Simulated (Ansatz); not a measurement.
Wavefunction ladder for CH3F2Ge, SMILES `[CH3][Ge]([F])[F]` radical

Z-matrix (Å, degrees):
```
C
Ge 1 1.964
H 1 1.089 2 109.5
H 1 1.089 2 109.5 3 121.5
H 1 1.092 2 105.9 3 -119.3
F 2 1.741 1 106.9 3 174.2
F 2 1.741 1 106.9 3 64.5
```

Charge 0, multiplicity 2. Correlated methods include outer-core shells of Ge, which these sets cover unevenly. Scalar relativity is left out up to krypton. The structure was optimised at the PBE0-D4/def2-TZVP level. Frozen core, unrestricted reference, Ansatz.

```json
{"basis": "def2-SVP", "HF (Eh)": "-2313.45558", "MP2 corr.": "-0.72448"}
{"basis": "def2-TZVPP", "HF (Eh)": "-2314.02833", "MP2 corr.": "-0.90669"}
{"basis": "def2-QZVPP", "HF (Eh)": "-2314.08248", "MP2 corr.": "-1.22861"}
```

Task: Estimate the CCSD correlation energy and the (T) correction in each basis where they were run (hartree).

Result: 
| basis | CCSD corr. | (T) |
| --- | --- | --- |
| def2-SVP | -0.73844 | -0.01630 |
| def2-TZVPP | -0.91711 | -0.03042 |
